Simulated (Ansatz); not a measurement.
Cartesian coordinates in Å:
```
C 0.6581 0.4470 1.4855
N 0.5095 0.6564 0.0607
C 1.6816 1.2280 -0.5579
Hf -1.2422 0.1240 -0.7274
C -1.3202 -2.0467 -0.3601
Cl -1.2396 0.4666 -3.0546
Br -3.1295 1.1340 0.6045
H 1.4769 -0.2506 1.7042
H 0.8574 1.3904 2.0098
H -0.2559 0.0254 1.9207
H 1.5257 1.3656 -1.6297
H 2.5566 0.5784 -0.4235
H 1.9230 2.2064 -0.1220
H -1.1549 -2.3051 0.6915
H -2.2941 -2.4576 -0.6524
H -0.5524 -2.5622 -0.9492
```

Total charge 0; spin multiplicity 1. Hf takes the def2 core potential.

(1) List the PBE0/def2-TZVPP orbital energies in eV (Ansatz 0.2.0). (An estimate is asked.)

## Answers

(1) Ansatz gave: Occupied: -13149.69, -2767.12, -1704.59, -1535.11, -1535.10, -1535.09, -391.60, -279.29, -279.15, -277.38, -258.99, -238.42, -197.20, -197.17, -197.16, -178.68, -178.64, -178.63, -72.20, -72.18, -72.18, -72.14, -72.14, -68.40, -36.84, -36.76, -36.50, -25.37, -22.35, -20.91, -20.40, -18.83, -17.46, -13.61, -13.24, -13.14, -11.48, -11.19, -11.11, -10.91, -10.53, -9.92, -9.66, -9.48, -9.27, -8.60, -8.53, -7.97, -7.09. Lowest empty: -1.19, -0.80, -0.52, -0.02, 0.01, 0.22, 1.58, 1.98.
